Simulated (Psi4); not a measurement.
Tl (SMILES [Tl]), doublet (core potentials on Tl); B3LYP/def2-SVP (Psi4).

Input for Psi4:
```
memory 2 GB

molecule mol {
0 2
  Tl    0.000000    0.000000    0.000000
}

set basis def2-svp
set reference uks
set scf_type pk

energy('b3lyp')
print_variables()
```

**Question.** What does Psi4 print? Leave out banner, timings and long lists.

**Answer.** 
```
   => Loading Basis Set <=

    Name: DEF2-SVP
    Role: ORBITAL
    Keyword: BASIS

    !!!  WARNING: ECP capability is in beta. Please check occupations closely.  !!!

         ---------------------------------------------------------
                                   SCF
               by Justin Turney, Rob Parrish, Andy Simmonett
                          and Daniel G. A. Smith
                              UKS Reference
         ---------------------------------------------------------

  ==> Geometry <==

    Molecular point group: d2h
    Geometry (in Angstrom), charge = 0, multiplicity = 2:

       Center              X                  Y                   Z               Mass
    ------------   -----------------  -----------------  -----------------  -----------------
         TL           0.000000000000     0.000000000000     0.000000000000   204.974427800000

  Running in d2h symmetry.

  Rotational constants: A = ************  B = ************  C = ************ [cm^-1]
  Rotational constants: A = ************  B = ************  C = ************ [MHz]
  Nuclear repulsion =    0.000000000000000

  Charge       = 0
  Multiplicity = 2
  Electrons    = 21
  Nalpha       = 11
  Nbeta        = 10

  ==> Algorithm <==

  SCF Algorithm Type is PK.
  DIIS enabled.
  MOM disabled.
  Fractional occupation disabled.
  Guess Type is CORE.
  Energy threshold   = 1.00e-06
  Density threshold  = 1.00e-06
  Integral threshold = 1.00e-12

  ==> Primary Basis <==

  Basis Set: DEF2-SVP
    Blend: DEF2-SVP
    Number of shells: 10
    Number of basis functions: 26
    Number of Cartesian functions: 28
    Spherical Harmonics?: true
    Max angular momentum: 2

  Core potential: DEF2-SVP
    Number of shells: 4
    Number of ECP primitives: 26
    Number of ECP core electrons: 60
    Max angular momentum: 3

  ==> DFT Potential <==

   => LibXC <=

    Version 7.1.2
    S. Lehtola, C. Steigemann, M. J. T. Oliveira, and M. A. L. Marques,  SoftwareX 7, 1–5 (2018) (10.1016/j.softx.2017.11.002)

   => Composite Functional: B3LYP <=

    B3LYP Hyb-GGA Exchange-Correlation Functional

    P. J. Stephens, F. J. Devlin, C. F. Chabalowski, and M. J. Frisch,  J. Phys. Chem. 98, 11623 (1994) (10.1021/j100096a001)

    Deriv               =              1
    GGA                 =           TRUE
    Meta                =          FALSE

    Exchange Hybrid     =           TRUE
    MP2 Hybrid          =          FALSE

   => Exchange Functionals <=

    0.0800   Slater exchange
    0.7200         Becke 88

   => Exact (HF) Exchange <=

    0.2000               HF

   => Correlation Functionals <=

    0.1900   Vosko, Wilk & Nusair (VWN5_RPA)
    0.8100   Lee, Yang & Parr

   => LibXC Density Thresholds  <==

    XC_HYB_GGA_XC_B3LYP:  1.00E-15

   => Molecular Quadrature <=

    Radial Scheme          =       TREUTLER
    Pruning Scheme         =           NONE
    Nuclear Scheme         =       TREUTLER

    Blocking Scheme        =         OCTREE
    BS radius alpha        =              1
    Pruning alpha          =              1
    Radial Points          =             75
    Spherical Points       =            302
    Total Points           =          19630
    Total Blocks           =            220
    Max Points             =            252
    Max Functions          =             26
    Weights Tolerance      =       1.00E-15

  ==> Integral Setup <==

  Using in-core PK algorithm.
   Calculation information:
      Number of atoms:                   1
      Number of AO shells:              10
      Number of primitives:             23
      Number of atomic orbitals:        28
      Number of basis functions:        26

      Integral cutoff                 1.00e-12
      Number of threads:                 1

  Performing in-core PK
  Using 123552 doubles for integral storage.
  We computed 1540 shell quartets total.
  Whereas there are 1540 unique shell quartets.

  ==> DiskJK: Disk-Based J/K Matrices <==

    J tasked:                  Yes
    K tasked:                  Yes
    wK tasked:                  No
    Schwarz Cutoff:          1E-12

  Minimum eigenvalue in the overlap matrix is 3.6841556697E-02.
  Reciprocal condition number of the overlap matrix is 1.3247287277E-02.
    Using symmetric orthogonalization.

  ==> Pre-Iterations <==

  SCF Guess: Core (One-Electron) Hamiltonian.

   -------------------------------------------------------
    Irrep   Nso     Nmo     Nalpha   Nbeta   Ndocc  Nsocc
   -------------------------------------------------------
     Ag         8       8       4       4       4       0
     B1g        2       2       1       1       1       0
     B2g        2       2       1       1       1       0
     B3g        2       2       1       1       1       0
     Au         0       0       0       0       0       0
     B1u        4       4       1       1       1       0
     B2u        4       4       2       1       1       1
     B3u        4       4       1       1       1       0
   -------------------------------------------------------
    Total      26      26      11      10      10       1
   -------------------------------------------------------

  ==> Iterations <==

                        Total Energy        Delta E     RMS |[F,P]|

   @UKS iter   1:  -170.20446296693720   -1.70204e+02   4.36696e-01 ADIIS
   @UKS iter   2:  -171.21112954683593   -1.00667e+00   1.71649e-01 ADIIS
   @UKS iter   3:  -172.41674262493129   -1.20561e+00   4.56197e-02 ADIIS/DIIS
   @UKS iter   4:  -172.54427600383451   -1.27533e-01   1.78462e-02 ADIIS/DIIS
   @UKS iter   5:  -172.56266585725362   -1.83899e-02   2.11423e-03 ADIIS/DIIS
   @UKS iter   6:  -172.56293275725088   -2.66900e-04   1.61701e-05 DIIS
   @UKS iter   7:  -172.56293282769499   -7.04441e-08   2.09841e-06 DIIS
   @UKS iter   8:  -172.56293282780450   -1.09509e-10   1.03117e-07 DIIS
  Energy and wave function converged.

  ==> Post-Iterations <==

   Electrons on quadrature grid:
      Nalpha   =   11.0000000000 ; deviation = 1.599e-14
      Nbeta    =   10.0000000000 ; deviation = 7.105e-15
      Ntotal   =   21.0000000000 ; deviation = 2.309e-14

   @Spin Contamination Metric:   1.188521734E-03
   @S^2 Expected:                7.500000000E-01
   @S^2 Observed:                7.511885217E-01
   @S   Expected:                5.000000000E-01
   @S   Observed:                5.000000000E-01

    Orbital Energies [Eh]
    ---------------------

    Alpha Occupied:

       1Ag    -5.007495     1B1u   -2.982100     1B3u   -2.982100
       1B2u   -2.972422     1B2g   -0.637799     2Ag    -0.637799
       1B1g   -0.628771     1B3g   -0.628771     3Ag    -0.625643
       4Ag    -0.384294     2B2u   -0.117556

    Alpha Virtual:

       2B1u   -0.073194     2B3u   -0.073194     5Ag     0.144812
       3B2u    0.178910     3B3u    0.182660     3B1u    0.182660
       2B1g    0.311720     2B3g    0.311720     6Ag     0.313784
       2B2g    0.315818     7Ag     0.315819     4B3u   18.700070
       4B1u   18.700070     4B2u   18.706633     8Ag    56.218117

    Beta Occupied:

       1Ag    -5.006182     1B1u   -2.982028     1B3u   -2.982028
       1B2u   -2.969644     1B2g   -0.637340     2Ag    -0.637340
       1B1g   -0.624838     1B3g   -0.624838     3Ag    -0.621153
       4Ag    -0.365762

    Beta Virtual:

       2B3u   -0.067706     2B1u   -0.067706     2B2u   -0.046977
       5Ag     0.153138     3B3u    0.184586     3B1u    0.184586
       3B2u    0.199935     2B2g    0.317767     6Ag     0.317767
       2B3g    0.334219     2B1g    0.334219     7Ag     0.340905
       4B3u   18.700076     4B1u   18.700076     4B2u   18.709297
       8Ag    56.211765

    Final Occupation by Irrep:
             Ag   B1g   B2g   B3g    Au   B1u   B2u   B3u
    DOCC [     4,    1,    1,    1,    0,    1,    1,    1 ]
    SOCC [     0,    0,    0,    0,    0,    0,    1,    0 ]
    NA   [     4,    1,    1,    1,    0,    1,    2,    1 ]
    NB   [     4,    1,    1,    1,    0,    1,    1,    1 ]

  @UKS Final Energy:  -172.56293282780450

   => Energetics <=

    Nuclear Repulsion Energy =              0.0000000000000000
    One-Electron Energy =                -301.4628382912834468
    Two-Electron Energy =                 141.1035531880434064
    DFT Exchange-Correlation Energy =     -12.2036477245644548
    Empirical Dispersion Energy =           0.0000000000000000
    VV10 Nonlocal Energy =                  0.0000000000000000
    Total Energy =                       -172.5629328278045023

  UHF NO Occupations:
  HONO-2 :    1B3g 1.9999691
  HONO-1 :    4 Ag 1.9994694
  HONO-0 :    2B2u 1.0000000
  LUNO+0 :    5 Ag 0.0005306
  LUNO+1 :    2B3g 0.0000309
  LUNO+2 :    2B1g 0.0000309
  LUNO+3 :    2B2g 0.0000006

Computation Completed

Properties will be evaluated at   0.000000,   0.000000,   0.000000 [a0]

Properties computed using the SCF density matrix

 Multipole Moments:

 ------------------------------------------------------------------------------------
     Multipole            Electronic (a.u.)      Nuclear  (a.u.)        Total (a.u.)
 ------------------------------------------------------------------------------------

 L = 1.  Multiply by 2.5417464519 to convert [e a0] to [Debye]
 Dipole X            :          0.0000000            0.0000000            0.0000000
 Dipole Y            :          0.0000000            0.0000000            0.0000000
 Dipole Z            :          0.0000000            0.0000000            0.0000000
 Magnitude           :                                                    0.0000000

 ------------------------------------------------------------------------------------

  Variable Map:
  ----------------------------------------------------------------------------
  "CURRENT ENERGY"              =>    -172.562932827805
  "CURRENT REFERENCE ENERGY"    =>    -172.562932827805
  "DD SOLVATION ENERGY"         =>       0.000000000000
  "DFT FUNCTIONAL TOTAL ENERGY" =>    -172.562932827805
  "DFT TOTAL ENERGY"            =>    -172.562932827805
  "DFT VV10 ENERGY"             =>       0.000000000000
  "DFT XC ENERGY"               =>     -12.203647724564
  "GRID ELECTRONS ALPHA"        =>      11.000000000000
  "GRID ELECTRONS BETA"         =>      10.000000000000
  "GRID ELECTRONS TOTAL"        =>      21.000000000000
  "NUCLEAR REPULSION ENERGY"    =>       0.000000000000
  "ONE-ELECTRON ENERGY"         =>    -301.462838291283
  "PCM POLARIZATION ENERGY"     =>       0.000000000000
  "PE ENERGY"                   =>       0.000000000000
  "SCF ITERATION ENERGY"        =>    -172.562932827805
  "SCF ITERATIONS"              =>       8.000000000000
  "SCF TOTAL ENERGY"            =>    -172.562932827805
  "TWO-ELECTRON ENERGY"         =>     141.103553188043
  "XC GRID RADIAL POINTS"       =>      75.000000000000
  "XC GRID SPHERICAL POINTS"    =>     302.000000000000
  "XC GRID TOTAL POINTS"        =>   19630.000000000000

  Array Variable Map:
  ----------------------------------------------------------------------------
  "CURRENT DIPOLE"              =>       0.000000000000 ... 0.000000000000 1 by 3
  "SCF DIPOLE"                  =>       0.000000000000 ... 0.000000000000 1 by 3
  "SCF TOTAL ENERGIES"          =>    -170.204462966937 ... -172.562932827805 1 by 8
```
